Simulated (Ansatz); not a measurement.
barium atom (Ba), singlet (core potentials on Ba); PBE/def2-SVP (Ansatz, a quantum-chemistry and plane-wave program).

Input for Ansatz:
Ansatz 0.2 input:
```yaml
crystal:
  periodic: [false, false, false]
  atoms:
    - {symbol: Ba, position_ang: [0.00000000, 0.00000000, 0.00000000]}
basis:
  gaussian:
    orbitals: def2-SVP
hamiltonian:
  xc: pbe
```

Output, abridged:

```
Functional definition: PBE
263 factors; their error is unknown
mean field evaluation 1: about -692.2738 eV, gradient 9.4e-1 eV
mean field evaluation 2: about -692.2775 eV, gradient 2.6e-1 eV
mean field evaluation 4: about -692.2682 eV, gradient 2.3e-2 eV
mean field evaluation 8: about -689.0166 eV, gradient 7.6e0 eV
mean field evaluation 16: about -689.0484 eV, gradient 7.6e0 eV
mean field -692.26821717 eV, -25.4403877447 hartree, gradient 6.0e-5 eV, S^2 0.000000; 0 other end points of the search recorded, 0 dependent functions left out
reference -692.26824560 eV, -25.4403887896 hartree; 5, 5 occupied and 25, 25 virtual orbitals, 263 factors
Total energy: -692.26824560 eV, -25.4403887896 hartree
```
